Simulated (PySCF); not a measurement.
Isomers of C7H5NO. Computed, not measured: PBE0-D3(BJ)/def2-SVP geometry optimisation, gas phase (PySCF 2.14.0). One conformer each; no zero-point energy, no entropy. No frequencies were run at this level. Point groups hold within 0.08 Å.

Problem. Rank from lowest to highest electronic energy at this level (kJ/mol).
A. `[N:1]#[C:2][c:3]1[cH:4][cH:5][cH:6][cH:7][c:8]1[OH:9]` with C7–C8–O9–H 180° (ortho-cyanophenol)
B. `[N:1]#[C:2][c:3]1[cH:4][cH:5][cH:6][c:7]([OH:8])[cH:9]1` with C6–C7–O8–H 180° (3-cyanophenol)
C. benzoxazole, `c1ccc2ocnc2c1`

Solution. C (0.0), A (41.5), B (53.4).

As drawn, the highest has a C≡N group and an O–H bond, which the lowest lacks.

```
        SMILES      E (Eh)  E rel (kJ/mol)  dipole (D)  point group      A, B, C (MHz)
 c1ccc2ocnc2c1  -398.99512             0.0        1.31           Cs   3988, 1710, 1197
  N#Cc1ccccc1O  -398.97932            41.5        3.21           Cs   3069, 1512, 1013
N#Cc1cccc(O)c1  -398.97477            53.4        3.58           Cs  3415, 1207, 892.0
```
